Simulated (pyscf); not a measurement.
Optimised with ωB97X-D3(BJ)/def2-SVP in PySCF.

SMILES: B[O][Ti]([OH])([OH])[OH]
```xyz
11

B      0.2975    -1.2360    -2.7993
O      0.2026     0.0317    -2.3562
Ti    -0.0557     0.9608    -0.8030
O     -1.3731     2.1304    -1.0200
O     -0.4910    -0.1865     0.4737
O      1.4578     1.7832    -0.3736
H      0.5112    -1.4359    -3.9801
H      0.1703    -2.1652    -2.0192
H     -2.2461     2.2136    -0.6234
H     -0.0194    -0.6039     1.2012
H      1.6958     2.7124    -0.2944
```
Charge 0, spin multiplicity 1.

### Question
How much does it cost (ΔH, 298 K, ωB97M-D3(BJ)/def2-TZVP) to split H₂B–O–Ti(OH)(OH)–OH (SMILES B[O][Ti]([OH])([OH])[OH]) at its O–Ti bond into H₂B–O• + [HO–Ti(OH)–OH]•?

### Answer
O–Ti to H₂B–O• + [HO–Ti(OH)–OH]•: 338.9 kJ/mol. The 7 functionals that were run give +331.8 (M06-2X) to +358.1 kJ/mol (r²SCAN). The radicals are drawn with the spin at the cut bond; how far it spreads was not checked. Other isomers of H₂B–O•, [HO–Ti(OH)–OH]• were not searched in full and may lie lower. Open-shell species with a d-block atom are single-reference here; other states, and whether the spin sits on metal or ligand, were not checked.
